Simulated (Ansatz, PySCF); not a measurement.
Reaction (SMILES): F/C=C/F + 2 C (CH4) → C=C (C2H4) [ethene] + 2 CF (CH3F) [fluoromethane]
Structures are relaxed separately at B3LYP-D3(BJ)/def2-TZVP in Ansatz (a quantum-chemistry and plane-wave program). Frequencies are from Ansatz or PySCF.

Quantity: bond separation energy (0 K, with B3LYP-D3(BJ) harmonic zero-point energies), in eV. Correlated levels leave the core frozen unless marked. No spin-orbit coupling. No relativistic terms. CBS marks a two-point X^-3 extrapolation of the correlation energy; Hartree-Fock from the larger set. [CCSD(T)-MP2]/basis is that difference in the basis named.

```csv
level,program,bond separation energy (eV)
HF/6-31G*,Ansatz,0.41
HF/def2-TZVPD,PySCF,0.21
HF/cc-pVQZ,Ansatz,0.23
PBE-D4/def2-TZVPD,Ansatz + dftd4,0.53
B3LYP-D4/def2-TZVPD,Ansatz + dftd4,0.42
B3LYP/def2-TZVPD,Ansatz,0.41
PBE0-D3(BJ)/def2-TZVP,Ansatz + dftd3,0.51
PBE0/def2-TZVPD,Ansatz,0.47
r2SCANh/def2-TZVPD,Ansatz,0.51
HSE06-D4/def2-TZVPD,Ansatz + dftd4,0.48
HSE06/def2-TZVPD,Ansatz,0.47
LC-wPBE-D3(BJ)/def2-TZVPD,Ansatz + dftd3,0.48
SCS-MP2/6-31G,Ansatz,0.43
CCSD/aug-cc-pVDZ,Ansatz,0.26
CCSD/cc-pVTZ,Ansatz,0.42
CCSD/cc-pwCVTZ,Ansatz,0.42
CCSD(T)/aug-cc-pVDZ,Ansatz,0.28
CCSD(T)/cc-pVDZ,Ansatz,0.53
CCSD(T)/cc-pVDZ,PySCF,0.53
"RI-MP2/CBS(cc-pVTZ,cc-pVQZ)+[CCSD(T)-MP2]/cc-pVTZ",Ansatz,0.38
"RI-MP2/CBS(aug-cc-pVTZ,aug-cc-pVQZ)+[CCSD(T)-MP2]/aug-cc-pVTZ",Ansatz,0.38
```
